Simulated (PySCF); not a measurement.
**Working out the excitation energy of S⁺**

S⁺ [Ne] 3s2 3p3 (4S) → S⁺ [Ne] 3s1 3p4 (4P). Computed with PySCF 2.14 in def2-TZVPPD (6s6p4d1f, 51 functions), with no relativity, point nucleus. Frozen: 1s2. Energies in hartree (1 hartree = 27.21139 eV):

| part | S⁺ (lower) | S⁺ (upper) |
| --- | --- | --- |
| UHF | -397.163036 | -396.780896 |
| MP2 opposite-spin | -0.173784 | -0.172282 |
| MP2 same-spin | -0.072378 | -0.071040 |

**Question.** What does Hartree-Fock give?

**Answer.** (-396.780896) − (-397.163036) = 0.382140 hartree = 10.399 eV.

**Question.** What do MP2 and SCS-MP2 (6/5 opposite-spin, 1/3 same-spin) give?

**Answer.** The opposite-spin parts differ by 0.041 eV and the same-spin parts by 0.036 eV. MP2: 10.399 + (0.041) + (0.036) = 10.476 eV. SCS-MP2: 10.399 + 1.2 × (0.041) + (0.036)/3 = 10.460 eV.

Measured between the centres of the two terms (NIST): 9.870 eV, so MP2 (valence and next inner shell) is off by 0.606 eV.

What remains against the reference includes basis incompleteness, the frozen core and correlation beyond second order.
